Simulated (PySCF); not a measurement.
Molecule: `InChI=1S/C7H10O/c8-7(5-1-2-5)6-3-4-6/h5-6H,1-4H2`.

Cartesian coordinates in Å; atom numbers follow the order of the lines, from 1:
```xyz
18

O    -0.227   -0.962    0.796
C     0.125    0.011    0.157
C     1.548    0.445    0.134
C     2.594   -0.638    0.271
C     2.334    0.264    1.416
C    -0.848    0.815   -0.631
C    -1.984    0.059   -1.287
C    -2.260    0.894   -0.096
H     1.787    1.311   -0.489
H     2.201   -1.656    0.337
H     3.515   -0.517   -0.306
H     1.768   -0.145    2.257
H     3.066    1.037    1.664
H    -0.451    1.688   -1.155
H    -1.966   -1.025   -1.146
H    -2.311    0.406   -2.270
H    -2.789    1.842   -0.221
H    -2.427    0.373    0.851
```

Geometry PBE0-D3(BJ)/def2-SVP throughout; GIAO in PySCF, gas phase, one conformer, non-relativistic; equivalent atoms averaged; functional PBE0.

Problem. How do the shifts δ (against H2O, TMS at the same level) depend on the basis set? (ppm; last column core-seconds on shared hosts with different chips, so compare them loosely)

Solution. 
```csv
basis set,functions,O1,C2,C3/C6,C4/C5/C7/C8,H9/H14,H10/H12/H15/H18,H11/H13/H16/H17,core-s
STO-3G,50,588.5,137.2,24.2,20.2,1.85,1.10,1.08,5.5
pcSseg-0,92,610.6,228.1,26.2,16.4,1.69,1.34,1.28,7.4
6-31G,92,511.6,205.6,25.5,15.1,1.85,1.37,1.06,11
6-31G*,132,473.8,199.1,23.0,14.1,1.78,1.14,0.89,17
cc-pVDZ,162,502.8,206.6,24.5,14.6,1.68,0.99,0.70,17
def2-SVP,162,509.4,206.4,22.9,13.6,1.70,0.92,0.68,15
pcSseg-1,186,539.9,216.4,22.9,14.5,1.80,1.07,0.82,24
aug-cc-pVDZ,274,484.5,209.2,23.1,13.6,2.02,1.12,0.81,38
"6-311+G(2d,p)",276,510.7,214.1,22.9,13.6,1.98,1.09,0.76,47
def2-TZVP,308,522.3,216.7,23.1,13.8,2.04,1.11,0.79,45
```

Problem. Which nucleus moves most, in ppm?

Solution. O1 (ketone oxygen): from 473.8 ppm with 6-31G* to 610.6 ppm with pcSseg-0. The smallest spread is 0.36 ppm, at H9/H14. Proton shifts span only some 12 ppm, so a few tenths of a ppm matter as much there as several ppm in carbon.

Problem. Taking the largest basis, def2-TZVP (308 functions), as the yardstick, rank the others by their worst heavy-atom deviation.

Solution. 6-31G 11.1 ppm (92 functions), 6-311+G(2d,p) 11.6 ppm (276 functions), def2-SVP 13.0 ppm (162 functions), pcSseg-1 17.6 ppm (186 functions), cc-pVDZ 19.5 ppm (162 functions), aug-cc-pVDZ 37.8 ppm (274 functions), 6-31G* 48.5 ppm (132 functions), STO-3G 79.5 ppm (50 functions), pcSseg-0 88.3 ppm (92 functions).

A small basis that lands close on one nucleus may do so by chance; judge by the trend and by all nuclei.
